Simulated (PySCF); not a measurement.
Simulation results for ClFH$_{3}$Si$_{2}$, F$_{2}$H$_{3}$Si$_{2}$, B$_{2}$H$_{4}$NSi, CH$_{4}$AlBN and others

All values are calculated (PySCF 2.14.0). Calculation on a computer-drawn molecule: optimised geometry and harmonic frequencies of an isolated molecule of the commonest isotopes, restricted reference for singlets and unrestricted otherwise, frozen core in MP2.

Common to all runs: basis cc-pV(D+d)Z.

(1) ClFH$_{3}$Si$_{2}$

Start structure:
```xyz
7
ClFH3Si2
F     -0.3528    -2.9400    -2.1404
Si    -0.3902    -2.1755    -0.7080
Si    -1.0697     0.0637    -1.0174
Cl    -3.0804     0.0977    -1.5405
H      0.9703    -2.2684    -0.1280
H     -0.9198     0.7897     0.2586
H     -0.3212     0.7547    -2.0840
```

```
charge                                        : 0
multiplicity                                  : 2
method                                        : MP2
rotational constants                          : 6.334, 1.586, 1.379 GHz
total energy                                  : -1139.1274 hartree
spin squared                                  : 0.7574
convergence status largest gradient component : 1.077e-05 hartree/bohr
```

Drawn bonds:
| atom | other atom | order |
| --- | --- | --- |
| 1 | 2 | 1 |
| 2 | 3 | 1 |
| 3 | 4 | 1 |
| 2 | 5 | 1 |
| 3 | 6 | 1 |
| 3 | 7 | 1 |

Optimised structure:
```xyz
7
ClFH3Si2
F     -0.3745    -2.9751    -2.1397
Si    -0.3874    -2.1647    -0.7100
Si    -1.0737     0.0655    -1.0199
Cl    -3.0751     0.0935    -1.5530
H      0.9803    -2.2502    -0.1317
H     -0.9188     0.7780     0.2687
H     -0.3144     0.7749    -2.0742
```

Modes:
| frequency (cm⁻¹) | reduced mass (dalton) |
| --- | --- |
| 49.15 | 7.788 |
| 114.1 | 5.788 |
| 183.3 | 5.944 |
| 404 | 4.987 |
| 465 | 1.331 |
| 561.8 | 6.474 |
| 575.8 | 1.463 |
| 713.3 | 1.053 |
| 792.8 | 1.297 |
| 837.8 | 1.231 |
| 868.3 | 3.862 |
| 961.4 | 1.059 |
| 2247 | 1.042 |
| 2282 | 1.03 |
| 2295 | 1.053 |

(2) F$_{2}$H$_{3}$Si$_{2}$

Start structure:
```xyz
7
F2H3Si2
F     -1.7794    -2.6304     1.6639
Si    -2.4102    -1.3637     0.7731
F     -3.4244    -2.3535    -0.0258
Si    -0.7857    -0.6353    -0.6256
H     -0.0241    -1.5810    -1.4731
H      0.2055     0.0986     0.2372
H     -1.4436     0.3323    -1.4947
```

```
charge                                        : 0
multiplicity                                  : 2
method                                        : HF
rotational constants                          : 6.627, 2.787, 2.143 GHz
total energy                                  : -778.5779 hartree
spin squared                                  : 0.7603
convergence status largest gradient component : 4.598e-05 hartree/bohr
```

Drawn bonds:
| atom | other atom | order |
| --- | --- | --- |
| 1 | 2 | 1 |
| 2 | 3 | 1 |
| 2 | 4 | 1 |
| 4 | 5 | 1 |
| 4 | 6 | 1 |
| 4 | 7 | 1 |

Optimised structure:
```xyz
7
F2H3Si2
F     -1.7313    -2.6115     1.7501
Si    -2.4146    -1.5090     0.7882
F     -3.4817    -2.3315    -0.1018
Si    -0.7555    -0.5744    -0.6360
H     -0.0880    -1.6284    -1.4317
H      0.2304     0.1245     0.2170
H     -1.4212     0.3974    -1.5307
```

Modes:
| frequency (cm⁻¹) | reduced mass (dalton) |
| --- | --- |
| 91.58 | 1.086 |
| 143.6 | 6.644 |
| 203.9 | 5.944 |
| 311.8 | 9.645 |
| 425.9 | 7.783 |
| 559.4 | 1.183 |
| 569.4 | 1.379 |
| 859.6 | 9.032 |
| 920.9 | 18.38 |
| 971.5 | 1.184 |
| 1015 | 1.044 |
| 1018 | 1.04 |
| 2320 | 1.022 |
| 2326 | 1.047 |
| 2327 | 1.052 |

(3) F$_{2}$H$_{3}$Si$_{2}$

Start structure:
```xyz
7
F2H3Si2
F     -1.7313    -2.6115     1.7501
Si    -2.4146    -1.5090     0.7882
F     -3.4817    -2.3315    -0.1018
Si    -0.7555    -0.5744    -0.6360
H     -0.0880    -1.6284    -1.4317
H      0.2304     0.1245     0.2170
H     -1.4212     0.3974    -1.5307
```

```
charge                                        : 0
multiplicity                                  : 2
method                                        : MP2
rotational constants                          : 6.408, 2.794, 2.123 GHz
total energy                                  : -779.1281 hartree
spin squared                                  : 0.7602
convergence status largest gradient component : 3.334e-05 hartree/bohr
```

Drawn bonds:
| atom | other atom | order |
| --- | --- | --- |
| 1 | 2 | 1 |
| 2 | 3 | 1 |
| 2 | 4 | 1 |
| 4 | 5 | 1 |
| 4 | 6 | 1 |
| 4 | 7 | 1 |

Optimised structure:
```xyz
7
F2H3Si2
F     -1.7143    -2.6131     1.7707
Si    -2.4140    -1.5095     0.7880
F     -3.5008    -2.3263    -0.1203
Si    -0.7574    -0.5778    -0.6345
H     -0.0820    -1.6264    -1.4367
H      0.2303     0.1239     0.2183
H     -1.4236     0.3963    -1.5304
```

Modes:
| frequency (cm⁻¹) | reduced mass (dalton) |
| --- | --- |
| 94.85 | 1.083 |
| 130.8 | 6.439 |
| 190 | 5.64 |
| 293.9 | 9.478 |
| 412.9 | 6.6 |
| 521.3 | 1.191 |
| 534 | 1.445 |
| 822 | 7.62 |
| 894.9 | 16.61 |
| 908.6 | 1.217 |
| 964.7 | 1.049 |
| 968 | 1.038 |
| 2277 | 1.02 |
| 2296 | 1.05 |
| 2299 | 1.052 |

(4) B$_{2}$H$_{4}$NSi

Start structure:
```xyz
8
B2H4NSi
N     -1.4689     0.4169     3.6352
B     -2.0324    -0.2889     2.8284
B     -2.6964    -1.3279     1.6978
Si    -1.8447    -2.6237     0.7216
H     -1.0576     1.0762     4.3070
H     -3.9687    -1.1758     1.7104
H     -1.5406    -3.9931     1.0414
H     -1.2331    -2.4057    -0.6850
```

```
charge                                        : 1
multiplicity                                  : 1
method                                        : HF
rotational constants                          : 20.96, 2.345, 2.165 GHz
total energy                                  : -394.7699 hartree
convergence status largest gradient component : 2.176e-05 hartree/bohr
```

Drawn bonds:
| atom | other atom | order |
| --- | --- | --- |
| 1 | 2 | 2 |
| 2 | 3 | 1 |
| 3 | 4 | 1 |
| 1 | 5 | 1 |
| 3 | 6 | 1 |
| 4 | 7 | 1 |
| 4 | 8 | 1 |

Optimised structure:
```xyz
8
B2H4NSi
N     -1.4029     0.3893     3.5953
B     -2.0846    -0.2859     2.8399
B     -2.8917    -1.2808     1.7594
Si    -1.7869    -2.6057     0.6956
H     -0.9130     0.9708     4.2295
H     -4.0661    -1.2760     1.5618
H     -1.5020    -3.9607     1.1802
H     -1.1953    -2.2729    -0.6048
```

Modes:
| frequency (cm⁻¹) | reduced mass (dalton) |
| --- | --- |
| 87.11 | 4.725 |
| 175.9 | 1.183 |
| 302.9 | 2.348 |
| 372.4 | 4.089 |
| 430.7 | 1.093 |
| 546.7 | 2.922 |
| 602.2 | 1.223 |
| 719.2 | 1.253 |
| 733.7 | 1.639 |
| 782.5 | 1.682 |
| 810.6 | 2.282 |
| 982.1 | 1.307 |
| 1052 | 1.317 |
| 2125 | 7.54 |
| 2395 | 1.029 |
| 2430 | 1.057 |
| 2786 | 1.092 |
| 4025 | 1.106 |

(5) CH$_{4}$AlBN

Start structure:
```xyz
8
CH4AlBN
N     -0.0198     0.2948    -2.7075
B      0.6114    -0.2133    -1.7715
C      1.3072    -0.9219    -0.6012
Al     0.7857    -0.5076     1.3332
H     -0.4760     0.7197    -3.4531
H      1.2123    -2.0017    -0.7312
H      2.3698    -0.7344    -0.6320
H     -0.3451     0.4416     1.7949
```

```
charge                                        : 0
multiplicity                                  : 2
method                                        : HF
rotational constants                          : 17.85, 2.863, 2.552 GHz
total energy                                  : -361.2440 hartree
spin squared                                  : 0.7536
convergence status largest gradient component : 2.251e-05 hartree/bohr
```

Drawn bonds:
| atom | other atom | order |
| --- | --- | --- |
| 1 | 2 | 2 |
| 2 | 3 | 1 |
| 3 | 4 | 1 |
| 1 | 5 | 1 |
| 3 | 6 | 1 |
| 3 | 7 | 1 |
| 4 | 8 | 1 |

Optimised structure:
```xyz
8
CH4AlBN
N      0.0230     0.3435    -2.6736
B      0.6234    -0.2478    -1.7732
C      1.3383    -0.8954    -0.5724
Al     0.9500     0.1298     1.0884
H     -0.4339     0.7514    -3.4435
H      0.9714    -1.9203    -0.4420
H      2.4142    -0.9356    -0.7658
H     -0.4409    -0.1483     1.8137
```

Modes:
| frequency (cm⁻¹) | reduced mass (dalton) |
| --- | --- |
| 101.2 | 5.016 |
| 138.3 | 1.177 |
| 358.5 | 2.414 |
| 421.7 | 1.428 |
| 461.4 | 2.672 |
| 481.1 | 1.232 |
| 511.5 | 1.195 |
| 627.9 | 3.617 |
| 768.1 | 1.486 |
| 873.2 | 2.984 |
| 1064 | 1.513 |
| 1092 | 1.26 |
| 1496 | 1.101 |
| 1918 | 1.045 |
| 2091 | 7.86 |
| 3173 | 1.059 |
| 3235 | 1.1 |
| 4100 | 1.101 |

(6) CH$_{5}$NSi$_{2}$

Start structure:
```xyz
9
CH5NSi2
N     -2.6271     2.6960     1.2030
Si    -1.0903     2.6826     0.7212
C      0.4559     1.6415     1.1033
Si     1.0841     0.6595    -0.4271
H     -2.9553     2.0929     1.9702
H     -0.7903     3.6123    -0.4082
H      1.1917     2.3882     1.4918
H      0.2372     1.0124     1.9077
H     -0.1172    -0.2035    -0.4764
```

```
charge                                        : 0
multiplicity                                  : 1
method                                        : HF
rotational constants                          : 10.34, 2.36, 2.036 GHz
total energy                                  : -673.0134 hartree
convergence status largest gradient component : 3.613e-05 hartree/bohr
```

Drawn bonds:
| atom | other atom | order |
| --- | --- | --- |
| 1 | 2 | 2 |
| 2 | 3 | 1 |
| 3 | 4 | 1 |
| 1 | 5 | 1 |
| 2 | 6 | 1 |
| 3 | 7 | 1 |
| 3 | 8 | 1 |
| 4 | 9 | 1 |

Optimised structure:
```xyz
9
CH5NSi2
N     -2.5320     2.4501     0.9091
Si    -1.0145     2.8552     0.8593
C      0.5241     1.7884     0.9266
Si     0.5409     0.3900    -0.3794
H     -2.8741     1.5142     1.0234
H     -0.6933     4.2786     0.6830
H      1.3938     2.4428     0.8189
H      0.5325     1.3416     1.9299
H     -0.4887    -0.4789     0.3149
```

Modes:
| frequency (cm⁻¹) | reduced mass (dalton) |
| --- | --- |
| 34.69 | 2.679 |
| 115.8 | 4.142 |
| 216.9 | 1.159 |
| 330.1 | 2.659 |
| 471.6 | 1.746 |
| 617.6 | 3.988 |
| 638.6 | 1.267 |
| 678.7 | 1.188 |
| 751.1 | 2.959 |
| 805.6 | 1.072 |
| 879.7 | 1.226 |
| 958.6 | 1.198 |
| 965.8 | 1.234 |
| 1135 | 1.182 |
| 1238 | 6.434 |
| 1494 | 1.098 |
| 2140 | 1.042 |
| 2374 | 1.043 |
| 3155 | 1.06 |
| 3233 | 1.101 |
| 3835 | 1.079 |

(7) H$_{5}$N$_{2}$Si$_{2}$

Start structure:
```xyz
9
H5N2Si2
N     -0.9863     2.7216    -1.0612
Si    -1.1726     1.5150    -0.0928
N     -2.5830     0.5548     0.2055
Si    -2.8575    -0.8274     1.3772
H     -1.6903     3.2047    -1.6856
H     -0.1457     0.9998     0.6732
H     -3.4197     0.6800    -0.3266
H     -2.1615    -0.4770     2.5950
H     -4.3250    -0.8805     1.5456
```

```
charge                                        : 0
multiplicity                                  : 2
method                                        : HF
rotational constants                          : 28.41, 1.894, 1.79 GHz
total energy                                  : -689.6670 hartree
spin squared                                  : 0.7538
convergence status largest gradient component : 1.971e-05 hartree/bohr
```

Drawn bonds:
| atom | other atom | order |
| --- | --- | --- |
| 1 | 2 | 2 |
| 2 | 3 | 1 |
| 3 | 4 | 1 |
| 1 | 5 | 1 |
| 2 | 6 | 1 |
| 3 | 7 | 1 |
| 4 | 8 | 1 |
| 4 | 9 | 1 |

Optimised structure:
```xyz
9
H5N2Si2
N     -1.0063     2.7051    -1.0287
Si    -1.3092     1.5582    -0.0127
N     -2.6486     0.5192     0.1469
Si    -2.9612    -0.7986     1.2523
H     -1.5638     3.0411    -1.7881
H     -0.3375     1.2287     1.0297
H     -3.3715     0.6741    -0.5380
H     -1.8682    -0.8148     2.2500
H     -4.2753    -0.6221     1.9190
```

Modes:
| frequency (cm⁻¹) | reduced mass (dalton) |
| --- | --- |
| 94.45 | 4.18 |
| 115.9 | 1.183 |
| 185.6 | 4.201 |
| 327.5 | 4.306 |
| 523.1 | 1.592 |
| 548.9 | 1.219 |
| 576.8 | 1.425 |
| 674 | 1.74 |
| 759.9 | 1.07 |
| 816.9 | 2.019 |
| 848 | 1.176 |
| 966.4 | 1.507 |
| 974.8 | 1.844 |
| 996.2 | 1.06 |
| 1238 | 2.56 |
| 1331 | 2.016 |
| 2276 | 1.035 |
| 2313 | 1.048 |
| 2417 | 1.043 |
| 3754 | 1.074 |
| 3871 | 1.081 |

(8) AlH$_{4}$N$_{2}$Si

Start structure:
```xyz
8
AlH4N2Si
N      1.5116    -1.0116    -1.7955
Si     0.4392    -0.5646    -0.6852
N     -1.2802    -0.7710    -0.4375
Al    -2.6385    -1.5514    -1.4192
H      1.2438    -1.5463    -2.6331
H      0.8510     0.1983     0.4943
H     -1.6277    -0.3593     0.4782
H     -3.5876    -0.6888    -2.3187
```

```
charge                                        : 0
multiplicity                                  : 2
method                                        : HF
rotational constants                          : 13.33, 2.364, 2.008 GHz
total energy                                  : -642.0870 hartree
spin squared                                  : 0.7543
convergence status largest gradient component : 3.08e-05 hartree/bohr
```

Drawn bonds:
| atom | other atom | order |
| --- | --- | --- |
| 1 | 2 | 2 |
| 2 | 3 | 1 |
| 3 | 4 | 1 |
| 1 | 5 | 1 |
| 2 | 6 | 1 |
| 3 | 7 | 1 |
| 4 | 8 | 1 |

Optimised structure:
```xyz
8
AlH4N2Si
N      1.5099    -1.0934    -1.6576
Si     0.4353    -0.5963    -0.6374
N     -1.2623    -0.6133    -0.6844
Al    -2.4065    -1.2205    -1.9513
H      1.3874    -1.5255    -2.5512
H      0.8852     0.0107     0.6202
H     -1.6913    -0.2146     0.1379
H     -3.9460    -1.0417    -1.5928
```

Modes:
| frequency (cm⁻¹) | reduced mass (dalton) |
| --- | --- |
| 128.7 | 6.063 |
| 141.5 | 2.51 |
| 218.1 | 1.108 |
| 384.7 | 3.292 |
| 511.6 | 1.593 |
| 552.4 | 1.568 |
| 599.8 | 1.214 |
| 607.7 | 1.572 |
| 712 | 2.176 |
| 758.8 | 1.088 |
| 927.5 | 2.297 |
| 979.9 | 1.268 |
| 1213 | 1.495 |
| 1276 | 6.07 |
| 1920 | 1.044 |
| 2389 | 1.043 |
| 3731 | 1.074 |
| 3870 | 1.081 |

(9) H$_{5}$N$_{2}$Si$_{2}$

Start structure:
```xyz
9
H5N2Si2
N     -0.3176    -0.6880     0.3882
Si    -0.3458     0.7173    -0.2125
N     -1.6576     1.8350    -0.4235
Si     1.3982     1.8929    -1.0358
H     -1.1694    -1.2153     0.7458
H     -1.6424     2.7122    -0.7423
H     -2.5988     1.6040    -0.0709
H      2.5244     2.2361    -0.0981
H      2.0383     1.3551    -2.2577
```

```
charge                                        : 0
multiplicity                                  : 2
method                                        : HF
rotational constants                          : 6.62, 3.149, 2.146 GHz
total energy                                  : -689.6532 hartree
spin squared                                  : 0.7649
convergence status largest gradient component : 2.518e-05 hartree/bohr
```

Drawn bonds:
| atom | other atom | order |
| --- | --- | --- |
| 1 | 2 | 2 |
| 2 | 3 | 1 |
| 2 | 4 | 1 |
| 1 | 5 | 1 |
| 3 | 6 | 1 |
| 3 | 7 | 1 |
| 4 | 8 | 1 |
| 4 | 9 | 1 |

Optimised structure:
```xyz
9
H5N2Si2
N     -0.3042    -0.5316     0.7232
Si    -0.3729     0.8036    -0.0954
N     -1.6960     1.7254    -0.5971
Si     1.6361     1.8324    -0.6394
H     -1.0527    -1.0999     1.0686
H     -1.6199     2.5517    -1.1571
H     -2.6468     1.4784    -0.3994
H      2.7499     0.8873    -0.8529
H      1.5359     2.8019    -1.7573
```

Modes:
| frequency (cm⁻¹) | reduced mass (dalton) |
| --- | --- |
| 130.7 | 1.069 |
| 157.6 | 3.734 |
| 262.1 | 3.984 |
| 275.3 | 3.245 |
| 317 | 1.146 |
| 400.7 | 1.156 |
| 460.9 | 4.766 |
| 543.5 | 1.187 |
| 575.7 | 1.133 |
| 601.6 | 1.367 |
| 611.1 | 1.164 |
| 834.8 | 1.534 |
| 901.9 | 3.474 |
| 995.4 | 1.114 |
| 1256 | 7.082 |
| 1679 | 1.128 |
| 2298 | 1.037 |
| 2339 | 1.046 |
| 3785 | 1.05 |
| 3854 | 1.08 |
| 3889 | 1.098 |

(10) ClH$_{3}$NSi$_{2}$

Start structure:
```xyz
7
ClH3NSi2
N     -2.5395     2.9241    -2.6853
Si    -1.2842     2.0261    -2.6567
Si     0.7090     2.3015    -1.5241
Cl    -1.1344     0.0494    -3.4496
H     -3.4826     2.5979    -3.1584
H      1.9510     1.7542    -2.0848
H      0.9459     3.6197    -1.0054
```

```
charge                                        : 0
multiplicity                                  : 2
method                                        : HF
rotational constants                          : 4.546, 2.305, 1.536 GHz
total energy                                  : -1093.5610 hartree
spin squared                                  : 0.8444
convergence status largest gradient component : 3.635e-05 hartree/bohr
```

Drawn bonds:
| atom | other atom | order |
| --- | --- | --- |
| 1 | 2 | 2 |
| 2 | 3 | 1 |
| 2 | 4 | 1 |
| 1 | 5 | 1 |
| 3 | 6 | 1 |
| 3 | 7 | 1 |

Optimised structure:
```xyz
7
ClH3NSi2
N     -2.4795     2.8421    -2.5991
Si    -1.2350     1.8819    -2.6732
Si     0.6653     2.3280    -1.4486
Cl    -1.1431     0.0468    -3.6133
H     -3.3657     2.7222    -3.0544
H      1.8773     1.6851    -1.9939
H      0.8460     3.7669    -1.1817
```

Modes:
| frequency (cm⁻¹) | reduced mass (dalton) |
| --- | --- |
| 122.6 | 7.272 |
| 159.4 | 1.056 |
| 186.5 | 7.495 |
| 234.2 | 4.401 |
| 414.9 | 8.554 |
| 525 | 3.539 |
| 536.5 | 1.142 |
| 583.7 | 1.219 |
| 664 | 2.224 |
| 669.7 | 1.14 |
| 976.6 | 1.114 |
| 1031 | 3.673 |
| 2332 | 1.029 |
| 2355 | 1.054 |
| 3835 | 1.079 |
